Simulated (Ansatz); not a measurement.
SiH(NHEt)3 (C₆H₁₉N₃Si). Total charge 0; singlet. Geometry r2SCAN-D4/def2-SVP.

```xyz
29

Si   -0.0150    0.1511    0.1912
H     0.0277   -1.0179   -0.7570
N     1.3196    0.0114    1.2799
C     1.8781   -1.2236    1.7941
C     3.2378   -1.5724    1.1956
H     1.8899    0.8369    1.4429
H     1.9616   -1.1908    2.9002
H     1.1621   -2.0385    1.5790
H     3.1622   -1.6855    0.1016
H     3.6381   -2.5093    1.6172
H     3.9710   -0.7731    1.3998
N    -1.4999    0.1634    1.0785
C    -2.8114   -0.1227    0.5290
C    -3.3226   -1.5228    0.8570
H    -1.4410    0.0952    2.0907
H    -3.5527    0.6277    0.8719
H    -2.7557    0.0027   -0.5680
H    -2.6351   -2.2896    0.4645
H    -4.3237   -1.6997    0.4298
H    -3.3947   -1.6652    1.9486
N     0.0926    1.6268   -0.6997
C     0.9219    1.8619   -1.8652
C     0.1358    1.9242   -3.1716
H    -0.6087    2.3404   -0.5222
H     1.5122    2.7937   -1.7476
H     1.6687    1.0487   -1.9224
H    -0.4026    0.9785   -3.3459
H     0.7964    2.1144   -4.0338
H    -0.6126    2.7343   -3.1383
```

B3LYP takes the VWN-RPA correlation.

(1) Estimate the orbital energies around the gap (eV) in Ansatz with PBE-D4/def2-SVP, PBE-D4/def2-TZVP, r2SCAN-D4/def2-TZVP, B3LYP-D4/def2-TZVP, PBE0-D4/def2-SVP.

## Answers

(1) 
| orbital | PBE-D4/def2-SVP | PBE-D4/def2-TZVP | r2SCAN-D4/def2-TZVP | B3LYP-D4/def2-TZVP | PBE0-D4/def2-SVP |
| --- | --- | --- | --- | --- | --- |
| HOMO−13 | -9.91 | -10.02 | -10.42 | -11.33 | -11.56 |
| HOMO−12 | -9.51 | -9.60 | -9.96 | -10.86 | -11.10 |
| HOMO−11 | -8.95 | -9.04 | -9.39 | -10.30 | -10.51 |
| HOMO−10 | -8.93 | -9.02 | -9.37 | -10.28 | -10.49 |
| HOMO−9 | -8.67 | -8.77 | -9.12 | -10.03 | -10.20 |
| HOMO−8 | -8.53 | -8.62 | -8.96 | -9.87 | -10.03 |
| HOMO−7 | -8.52 | -8.61 | -8.94 | -9.85 | -10.02 |
| HOMO−6 | -8.07 | -8.18 | -8.54 | -9.43 | -9.56 |
| HOMO−5 | -7.83 | -7.93 | -8.25 | -9.16 | -9.30 |
| HOMO−4 | -7.68 | -7.77 | -8.08 | -9.00 | -9.14 |
| HOMO−3 | -7.66 | -7.75 | -8.06 | -8.98 | -9.11 |
| HOMO−2 | -5.12 | -5.32 | -5.59 | -6.45 | -6.55 |
| HOMO−1 | -5.04 | -5.25 | -5.52 | -6.38 | -6.47 |
| HOMO | -4.64 | -4.86 | -5.11 | -5.97 | -6.01 |
| LUMO | 0.95 | 0.37 | 0.95 | 0.85 | 1.83 |
| LUMO+1 | 0.97 | 0.38 | 0.97 | 0.90 | 1.84 |
| LUMO+2 | 1.01 | 0.40 | 1.11 | 0.91 | 1.89 |
| LUMO+3 | 1.63 | 0.98 | 1.68 | 1.47 | 2.54 |
| LUMO+4 | 1.87 | 1.30 | 2.00 | 1.82 | 2.78 |
| LUMO+5 | 1.94 | 1.36 | 2.07 | 1.87 | 2.85 |
